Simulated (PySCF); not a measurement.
Computed properties of CsF, SMILES [F][Cs]

CsF, SMILES [F][Cs]. Coordinates come from a PBE0-D3(BJ)/def2-TZVPD optimisation. The def2 effective core potentials stand for the cores of Cs; spin–orbit coupling is left out. Other conformers were not sampled. All values are computed for the isolated molecule unless a solvent is named; none is compared with measurement here.

**Structure.** The optimised structure has C∞v symmetry. All 1 harmonic modes at PBE0-D3(BJ)/def2-TZVPD (PySCF) are real, so it is a minimum.

**Vibrations.** The strongest infrared lines (harmonic, unscaled, degenerate partners summed) lie at 354 cm⁻¹ (131 km/mol, F 87 %, Cs 13 %). The softest mode is at 354 cm⁻¹ and the zero-point energy is 0.5 kcal/mol.

**Electronic structure.** B3LYP/def2-TZVPD (PySCF) places the frontier levels at -6.28 and -1.10 eV, a gap of 5.18 eV, and gives a dipole moment of 8.02 D and a mean polarisability of 30.0 bohr³. PBE/def2-TZVPD (PySCF) at the same geometry gives -4.88 and -1.29 eV, so its gap is 1.59 eV narrower. An orbital gap is neither the optical nor the fundamental gap.

**Excitations.** TDDFT-PBE0/def2-TZVPD (PySCF) has S1 at 4.77 eV (260 nm, f = 0.030, weak); the most intense of the 10 singlets computed lies at 4.77 eV (f = 0.03). Strengths of degenerate partners are summed. T1 (TDA) is at 4.70 eV. TDDFT-PBE/def2-TZVPD (PySCF) puts S1 at 3.61 eV. No vertical singlet excitation falls in the visible range (under 3.1 eV).
